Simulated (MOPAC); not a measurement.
Job for MOPAC: PM6 on BI+, 2S+1 = 2, a spin state set in the input, which need not be the lowest, a point of a bond scan (R = 1.868 Å). Charge +1.

```
PM6 1SCF PRECISE CHARGE=1 UHF MS=0.5 THREADS=1
BI

B      0.00000000 1     0.00000000 1     0.00000000 1
I      0.00000000 1     0.00000000 1     1.86847500 1
```

It printed:

```
*******************************************************************************
 **                                                                           **
 **                              MOPAC v23.2.5                                **
 **                                                                           **
 *******************************************************************************
 ** MOPAC's Digital Object Identifier: https://doi.org/10.5281/zenodo.6511958 **
 **                                                                           **
 ** Please cite the open-source release paper for use of this MOPAC version:  **
 ** J. E. Moussa and J. J. P. Stewart (2026)                                  **
 ** MOPAC: An open-source semiempirical molecular orbital program             **
 ** J. Open Source Softw., 11(119), 8025, https://doi.org/10.21105/joss.08025 **
 *******************************************************************************

                              PM6 CALCULATION RESULTS

 *******************************************************************************
 *  PM6        - The PM6 Hamiltonian to be used
 *  UHF        - UNRESTRICTED HARTREE-FOCK CALCULATION
 *
 *
 *
 *                 CHARGE ON SYSTEM = +1
 *
 *
 *
 *  MS=        - IN MECI, MAGNETIC COMPONENT OF SPIN =  0.5
 *  PRECISE    - TIGHTER CRITERIA TO BE USED
 *  1SCF       - DO 1 SCF AND THEN STOP
 *  THREADS=1  - MULTI-THREADING NOT USED
 *  T=         - A TIME OF 172800.0 SECONDS REQUESTED
 *  DUMP=N     - RESTART FILE WRITTEN EVERY 7200.0 SECONDS REQUESTED
 *******************************************************************************
PM6 1SCF PRECISE CHARGE=1 UHF MS=0.5 THREADS=1
 BI

   ATOM   CHEMICAL          X               Y               Z
  NUMBER   SYMBOL      (ANGSTROMS)     (ANGSTROMS)     (ANGSTROMS)

     1       B          0.00000000  *   0.00000000  *   0.00000000  *
     2       I          0.00000000  *   0.00000000  *   1.86847500  *



          CARTESIAN COORDINATES

    NO.       ATOM           X           Y           Z

     1         B          0.0000      0.0000      0.0000
     2         I          0.0000      0.0000      1.8685

 General Reference for PM6:
 "Optimization of Parameters for Semiempirical Methods V: Modification of NDDO Approximations
 and Application to 70 Elements", J. J. P. Stewart, J. Mol. Mod., 13, 1173-1213 (2007)
 URL: https://link.springer.com/article/10.1007/s00894-007-0233-4

           Empirical Formula: B I  =     2 atoms



      MOLECULAR POINT GROUP   :   C*v


          UHF CALCULATION, NO. OF ALPHA ELECTRONS =    5
                           NO. OF BETA  ELECTRONS =    4

 -------------------------------------------------------------------------------
 PM6 1SCF PRECISE CHARGE=1 UHF MS=0.5 THREADS=1
 BI



     1SCF WAS SPECIFIED, SO BFGS WAS NOT USED
     SCF FIELD WAS ACHIEVED


                              PM6 CALCULATION
                                                       MOPAC v23.2.5 Linux




          FINAL HEAT OF FORMATION =        275.64040 KCAL/MOL =    1153.27943 KJ/MOL


          COSMO AREA              =         85.93 SQUARE ANGSTROMS
          COSMO VOLUME            =         71.47 CUBIC ANGSTROMS

          IONIZATION POTENTIAL    =         15.658216 EV
          ALPHA SOMO LUMO (EV)    =        -15.658 -6.683
          BETA  SOMO LUMO (EV)    =        -16.281 -8.273
          NO. OF ALPHA ELECTRONS  =          5
          NO. OF BETA  ELECTRONS  =          4
          MOLECULAR WEIGHT        =        137.7145         POINT GROUP:  C*v

          MOLECULAR DIMENSIONS (Angstroms)

            Atom       Atom       Distance
            I     2    B     1     1.86848
            I     2    B     1     0.00000
            B     1    I     2     0.00000


          SCF CALCULATIONS        =          1





   ATOM   CHEMICAL          X               Y               Z
  NUMBER   SYMBOL      (ANGSTROMS)     (ANGSTROMS)     (ANGSTROMS)

     1       B          0.00000000  *   0.00000000  *   0.00000000  *
     2       I          0.00000000  *   0.00000000  *   1.86847500  *

                             CARTESIAN COORDINATES

   1    B        0.000000000     0.000000000     0.000000000
   2    I        0.000000000     0.000000000     1.868475000


           Empirical Formula: B I  =     2 atoms



      MOLECULAR POINT GROUP   :   C*v


          ALPHA EIGENVALUES
 -28.64669 -21.09387 -16.68840 -16.68840 -15.65822  -6.68290  -6.68290  -6.56337
  98.55125  98.92654  98.92654 100.04944 100.04944


           BETA EIGENVALUES
 -26.73147 -19.18368 -16.28063 -16.28063  -8.27295  -6.09511  -6.09511  -5.49523
  99.77552  99.86051  99.86051 100.19000 100.19000


              NET ATOMIC CHARGES AND DIPOLE CONTRIBUTIONS

  ATOM NO.   TYPE          CHARGE      No. of ELECS.   s-Pop       p-Pop       d-Pop
    1          B           0.747528        2.2525     1.55818     0.69429
    2          I           0.252472        6.7475     1.87648     4.86698     0.00407
 DIPOLE           X         Y         Z       TOTAL
 POINT-CHG.     0.000     0.000    -6.004     6.004
 HYBRID        -0.000     0.000     0.227     0.227
 SUM           -0.000     0.000    -5.777     5.777


          ATOMIC ORBITAL ELECTRON POPULATIONS

     Atom    s        px        py        pz      x^2-y^2     xz        z^2       yz        xy
    1  B   1.55818   0.19254   0.19254   0.30921
    2  I   1.87648   1.80658   1.80658   1.25381   0.00000   0.00088   0.00231   0.00088   0.00000


                    (SZ)    =    0.500000
                    (S**2)  =    0.761804


          ATOMIC ORBITAL SPIN POPULATIONS

    Atom   Total    s     px     py     pz   x^2-y^2  xz     z^2    yz     xy
         Atomic
    1  B  0.4803  0.406 -0.005 -0.005  0.084
    2  I  0.5197  0.000  0.005  0.005  0.510 -0.000 -0.000 -0.000 -0.000  0.000

 **********************
 *                    *
 * JOB ENDED NORMALLY *
 *                    *
 **********************




 == MOPAC DONE ==
```

The run finished.

Cost: around 0.020 core-seconds (rough).
